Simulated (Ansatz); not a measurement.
`C[NH][Al]([CH3])[SiH3]` + CH₃OH → `[CH3][Al]([SiH3])[CH2]O` + CH₃NH₂  (formal exchange of groups at the Al–N bond)

Computed with Ansatz on PBE0-D4/def2-TZVP structures; ΔE is electronic, products minus reactants. CCSD(T)/CBS adds triple-zeta CCSD(T) − MP2 to the extrapolated MP2 energy (def2 sets, frozen cores). This one scheme is used for every species. Functionals use def2-TZVPP. One conformer a species, not always the lowest.

`C[NH][Al]([CH3])[SiH3]`:

```xyz
15

C    -1.296    1.580   -1.265
N    -1.224    0.791   -0.055
Al    0.037   -0.328    0.497
C    -0.199   -1.235    2.210
Si    1.993   -0.646   -0.955
H    -0.406    1.406   -1.875
H    -2.166    1.321   -1.881
H    -1.343    2.656   -1.060
H    -2.035    0.934    0.530
H     0.620   -1.000    2.896
H    -0.197   -2.323    2.083
H    -1.136   -0.960    2.703
H     3.259   -0.283   -0.252
H     2.140   -2.074   -1.367
H     1.952    0.160   -2.210
```

CH₃OH:

```xyz
6

C     0.222    0.222   -0.169
O    -0.275   -1.014    0.289
H     1.129    0.012   -0.735
H     0.483    0.899    0.655
H    -0.484    0.735   -0.834
H    -1.075   -0.854    0.794
```

`[CH3][Al]([SiH3])[CH2]O`:

```xyz
14

C     0.329    1.608   -1.330
Al   -0.019    0.074   -0.179
Si   -1.202   -1.918   -1.026
C     0.555    0.047    1.712
O     1.217    1.263    2.042
H     0.895    1.318   -2.221
H    -0.607    2.049   -1.689
H     0.890    2.382   -0.801
H    -1.375   -2.989   -0.001
H    -0.480   -2.538   -2.178
H    -2.568   -1.575   -1.524
H     1.205   -0.829    1.879
H    -0.326   -0.123    2.354
H     1.487    1.232    2.963
```

CH₃NH₂:

Cartesian coordinates in Å:
```
C 0.328 0.007 -0.464
N -0.490 -0.335 0.687
H 0.465 1.084 -0.642
H -0.114 -0.426 -1.364
H 1.318 -0.440 -0.350
H -1.417 0.061 0.597
H -0.091 0.049 1.535
```

| level | ΔE (eV) |
| --- | --- |
| PBE0-D4 | 1.19 |
| PBE0 | 1.18 |
| HF/def2-QZVPP | 1.27 |
| MP2/CBS(def2) | 1.28 |

(1) What does CCSD(T)/CBS give? (Best estimate.)

Largest T1 diagnostic among the species: 0.012.

## Answers

(1) The calculation gave: +1.24 eV. The listed levels differ from it by -0.05, -0.06, 0.03, 0.04 eV.
